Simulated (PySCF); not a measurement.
## Static response to an electric field

Species: P4Se4 realgar, P4Se4.
Cartesian coordinates in Å at the PBE0-D3(BJ)/def2-SVP level; atoms count from 1:
```
atom  x, y, z in Å
P1     1.2400   -1.3013   -0.6193
Se2    1.8935    0.7996   -1.1648
P3     0.1305    1.8524   -0.2128
Se4    0.6616    1.2056    1.8923
P5     0.3555   -1.0112    1.5437
Se6   -1.8669   -0.8137    1.1395
P7    -1.6545    0.4151   -0.7509
Se8   -0.6215   -1.2322   -1.9114
```

Level: PBE0/def2-SVPD (PySCF), static field, nuclei fixed, core orbitals frozen in the response. The polarisability tensor in these axes (au):

```
x   196.53  13.59  -5.59
y    13.59 185.81   8.21
z    -5.59   8.21 202.46
```

Question: Diagonalise the tensor; give its mean and Δα, where Δα² is half the sum of the squared differences of the eigenvalues.

Answer: Principal values 173.19, 205.78 and 205.83 au; mean 194.93 au = 28.89 Å³ = 32.14 × 10⁻⁴⁰ C²·m²/J; Δα = 32.62 au (17 % of the mean).

Question: What is the dipole moment?

Answer: 0.01 D; point group D2d allows none, and the residue is numerical.

Question: Rayleigh depolarisation ratio (linearly polarised light, static tensor)?

Answer: ρ = 3Δα²/(45ᾱ² + 4Δα²) = 3191.3/(1709941 + 4255.1) = 0.00186.

Question: Form Σ f/ω² (atomic units) for the 10 lowest TDDFT singlets, given as eV and f, and set it beside the mean polarisability, which is this sum over all singlets: 2.75, 0.0019; 2.75, 0.0019; 3.30, 0.0000; 3.62, 0.0000; 3.69, 0.0003; 3.70, 0.0004; 3.82, 0.0005; 3.88, 0.0000; 3.95, 0.0000; 4.01, 0.0022.

Answer: They add up to 0.55 au, 0.3 % of the 194.93 au; the largest single term is 0.19 au, from the state at 2.75 eV. Terms in order: 0.19, 0.19, 0.00, 0.00, 0.02, 0.02, 0.03, 0.00, 0.00, 0.10 au. Higher excitations give the rest. The strengths listed sum to 0.007.

Question: What molar refraction does this α imply?

Answer: Lorentz–Lorenz: R = (4π/3)N_A α = 2.5225 cm³/(mol·Å³) × 28.89 Å³ = 72.9 cm³/mol, in the limit of long wavelengths.

Question: Find the Langevin capture rate constant for O2+ (31.990 u) meeting this molecule (443.561 u), k = 2.342 × 10⁻⁹ cm³/s × √(α in Å³ / reduced mass in u).

Answer: The reduced mass is 29.84 u, so k = 2.30 × 10⁻⁹ cm³/s.

The structure is a single PBE0-D3(BJ)/def2-SVP conformer in the gas phase; no vibrational or solvent corrections. The calculation is non-relativistic, for selenium too.
